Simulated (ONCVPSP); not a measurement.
vanadium: one change to an ONCV potential, before and after

vanadium, optimised norm-conserving Vanderbilt (ONCV), made with ONCVPSP 4.0.1 (PBE, scalar-relativistic). Core [Ne], reference 3s2 3p6 3d3 4s2. Waves: 3s+4s: rc 1.80 bohr, ncon 4, nbas 8, qcut 8.5 1/bohr, 2 projectors; 3p: rc 1.60 bohr, ncon 4, nbas 9, qcut 6.9 1/bohr, 2 projectors, debl 2.4 Ha; 3d: rc 1.85 bohr, ncon 4, nbas 9, qcut 9.5 1/bohr, 3 projectors, debl 0.5 Ha. Local part: polynomial inside 1.15 bohr (lpopt 5, dvloc0 4 Ha). Core correction: none.

All-electron outer shells of the reference configuration (PBE, scalar-relativistic, ld1.x):

| shell | level (eV) | outermost node (bohr) | outermost maximum (bohr) |
| --- | --- | --- | --- |
| 2p | -503.16 | – | 0.21 |
| 3s | -70.24 | 0.38 | 0.82 |
| 3p | -44.04 | 0.35 | 0.84 |
| 3d | -5.16 | – | 0.90 |
| 4s | -4.70 | 1.17 | 2.76 |

Change: all radii scaled by about 0.80 (s 1.44, p 1.28, d 1.48 bohr); local potential polynomial inside 0.92 bohr (lpopt 5, dvloc0 4 Ha).

Cutoffs: the cutoffs (Ha) at which the residual kinetic energy of the hardest occupied pseudo-wave falls to 1 and 0.1 mHa per electron; they do not see the model core or the augmentation charge, which bear on the density cutoff. Errors are all-electron minus pseudo energies relative to the spin-unpolarised reference configuration.

Task: How do hardness, ghosts and transferability respond?

Result: The potential gets harder (31 Ha and 35 Ha → 37 Ha and 42 Ha); the bound ghost in s disappears; of the 4 tests that both files solve, the error grows in 1 and shrinks in 2 by more than 15 % and 0.3 meV (median size 17.3 → 7.9 meV). A smaller radius makes the pseudo-wave follow the all-electron one further in, where it bends more sharply, so more plane waves are needed.

| quantity | base | changed |
| --- | --- | --- |
| cutoff, loose | 31 Ha | 37 Ha |
| cutoff, tight | 35 Ha | 42 Ha |
| loose cutoff by channel | s 17 Ha, p 20 Ha, d 31 Ha | s 25 Ha, p 21 Ha, d 37 Ha |
| bound ghosts | s | none |
| GHOST(+) flags under 300 eV | none | none |
| error for 3s2 3p6 3d3 4s1, meV [ΔE 7.74 eV] | -0.1 | -0.1 |
| error for 3s2 3p6 3d3 4s0, meV [ΔE 22.03 eV] | 0.0 | +0.7 |
| error for 3s2 3p6 3d2 4s0, meV [ΔE 50.93 eV] | +37 | +19 |
| error for 3s2 3p6 3d4 4s0, meV [ΔE 7.20 eV] | +35 | +15 |

 A true bound ghost makes a file unfit for plane-wave use even where its test errors are small: the radial tests pick states by their node count and pass the ghost by.
